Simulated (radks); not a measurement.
Ar II, 17 electrons, occupied as [Ne] 3p5 4s2 (not the ground configuration).

Method: Dirac Kohn-Sham, B86b exchange with PBE correlation, spin-unpolarised, spherical densities, finite nucleus; open shells fill j = l - 1/2 first; Fermi nuclear charge, rms radius 3.4274 fm; computed with a radial shooting solver on a logarithmic mesh with Libxc functionals.

Energy parts (eV):
| part | energy |
|---|---|
| total | -14319.437 |
| kinetic | 14407.238 |
| electron-nucleus | -33728.644 |
| Hartree | 5815.218 |
| exchange-correlation | -813.249 |

Orbitals (lengths in bohr, moments of r in powers of bohr; r(max) is where P^2 peaks; r(90%) holds 90 % of the orbital's charge):
orbital	occ.	eigenvalue (eV)	<r>	r(90%)	r(max)	small-component weight
1s1/2	2	-3155.228	0.08570	0.153	0.05604	4.12e-03
2s1/2	2	-329.8997	0.4132	0.645	0.3384	6.63e-04
2p1/2	2	-264.3846	0.3741	0.620	0.2793	6.42e-04
2p3/2	4	-262.1400	0.3765	0.623	0.2812	6.37e-04
3p1/2	2	-34.6797	1.407	2.14	1.195	1.11e-04
3p3/2	3	-34.4336	1.413	2.15	1.201	1.10e-04
4s1/2	2	-10.0773	3.560	5.16	3.206	2.50e-05

The highest occupied level is 4s1/2 at -10.077 eV. Summed over all electrons, <r^2> = 41.67 bohr^2, which gives a Langevin (diamagnetic) susceptibility term of -33 x 10^-6 cm^3/mol. The density falls to 0.001 e/bohr^3 at r = 4.87 bohr. The electron density at the nucleus is 4312 e/bohr^3.
